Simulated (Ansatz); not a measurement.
`C[CH2][SnH3]` + `NN` → `CCNN` + `[SnH4]`  (substitution at a C–Sn bond)

Isolated molecules relaxed with PBE0-D4/def2-TZVP in Ansatz; ΔE leaves out vibrations. CCSD(T)/CBS is the MP2 limit (def2-TZVPP, def2-QZVPP) plus CCSD(T) − MP2 in def2-TZVPP, frozen cores. This one scheme is used for every species. DFT in def2-TZVPP. HSE06 is defined as in plane-wave codes. Elements past krypton have def2 core potentials. For Sn outer-core shells are correlated without core-valence functions, which leaves a few kJ/mol of doubt a bond. Each species was taken in one conformer, which may not be the lowest.

Is it downhill or uphill in electronic energy at CCSD(T)/CBS, and by how much? (Estimate.)

Computed: Uphill: ΔE = +0.36 eV.

What do these levels give: B97M-V, ωB97X-V, PBE, BLYP, HSE06, HF/CBS(def2)? (Estimate.)

Computed: B97M-V 0.18, ωB97X-V 0.23, PBE 0.27, BLYP 0.28, HSE06 0.27, HF/CBS(def2) 0.20 eV.

What do rigid-rotor, harmonic-oscillator terms from PBE0-D4/def2-TZVP frequencies (298.15 K, 1 bar) make of the CCSD(T)/CBS value? (Best estimate.)

Computed: ΔZPE = -0.06 eV, ΔH = +0.29 eV, ΔS = -31 J/(mol·K), ΔG = +0.38 eV.

Largest T1 diagnostic among the species: 0.013.

In def2-TZVPP, CCSD(T) changes the Hartree–Fock value by +0.10 eV (the triples alone add +0.01 eV) and MP2 by +0.17 eV. At CCSD(T), def2-SVP lies −0.30 eV from the extrapolated value and def2-TZVPP −0.07 eV.
